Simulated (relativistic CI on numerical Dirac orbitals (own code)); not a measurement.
Computed by Dirac-Coulomb-Breit CI, separate exchange-only KLI orbitals for each configuration, model QED (radiative potential, 1s self-energy scaled to tabulated hydrogen-like ionisation energies), unscaled Slater integrals (own radial code, finite nucleus).

The strongest absorption lines from the ground level of an ion, among the configurations computed and to levels below about 260 eV (vacuum wavelength in Å, gf): 96.548 (1.1), 100.83 (1.2), 100.85 (1.7), 101.70 (3), 104.65 (0.92), 106.26 (0.57), 125.51 (0.58), 156.72 (0.42).

(1) Which ion is it?
A. Ba XXIV
B. Ce XXVI
C. Nd XXVIII
D. Ba XXVI

Results:

(1) A. Ba XXIV has 33 electrons and the ground level 4s2 4p3 4S°_3/2; the strongest line goes to 4s2 4p2 4d 4P_5/2. The pattern of lines fixes the number of electrons, and along that sequence the line energies rise steadily with the charge (about as its square where n changes within one kind of shell, about linearly where n is kept but much faster in heavy ions where fine structure, which grows about as Z⁴, sets the gap, and irregularly where shells cross), which fixes Z. Configurations outside the model, such as inner-shell arrays, can give stronger lines. At this charge energies of transitions that change n are usually good to better than 1 %, and those within a shell (Δn = 0) to a few per cent.

LS names give the leading component of a level, which can be under half, so a name can repeat, a term be missing and a line seem to break the LS rules.
